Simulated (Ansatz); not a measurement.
H3Cl3OSiTi, singlet, geometry from GFN2-xTB (such geometries of metal compounds can be far from the true shape); B3LYP/STO-3G run with Ansatz (a program for electronic structure).

Ansatz was given this input:
Ansatz 0.2 input:
```yaml
crystal:
  periodic: [false, false, false]
  atoms:
    - {symbol: Ti, position_ang: [-0.19088645, 0.17134548, 0.16705506]}
    - {symbol: Cl, position_ang: [0.10273445, 2.25162600, -0.15700496]}
    - {symbol: Cl, position_ang: [0.05007405, -0.15709515, 2.25340592]}
    - {symbol: Cl, position_ang: [-2.23046333, -0.22956473, -0.27813287]}
    - {symbol: O, position_ang: [0.86045512, -0.77237066, -0.75303081]}
    - {symbol: Si, position_ang: [1.87493275, -1.68299660, -1.64085503]}
    - {symbol: H, position_ang: [3.06299385, -1.90326208, -0.80389858]}
    - {symbol: H, position_ang: [2.17179187, -0.90143291, -2.84979466]}
    - {symbol: H, position_ang: [1.15214896, -2.92841165, -1.93585867]}
basis:
  gaussian:
    orbitals: STO-3G
hamiltonian:
  xc: b3lyp
```

It wrote (shortened):

```
Functional definition: B3LYP
752 factors; integrals over basis functions are off by at most 9.2e-5 eV
mean field evaluation 1: about -69896.5888 eV, gradient 3.7e1 eV
mean field evaluation 2: about -69874.9098 eV, gradient 1.1e2 eV
mean field evaluation 4: about -69901.6493 eV, gradient 3.2e0 eV
mean field evaluation 8: about -69901.6572 eV, gradient 2.7e-2 eV
mean field -69901.65715356 eV, -2568.8385193484 hartree, gradient 3.1e-5 eV, S^2 0.000000; 0 other end points of the search recorded, 0 dependent functions left out
reference -69901.65738298 eV, -2568.8385277792 hartree; 49, 49 occupied and 13, 13 virtual orbitals, 752 factors
Total energy: -69901.65738298 eV, -2568.8385277792 hartree
```
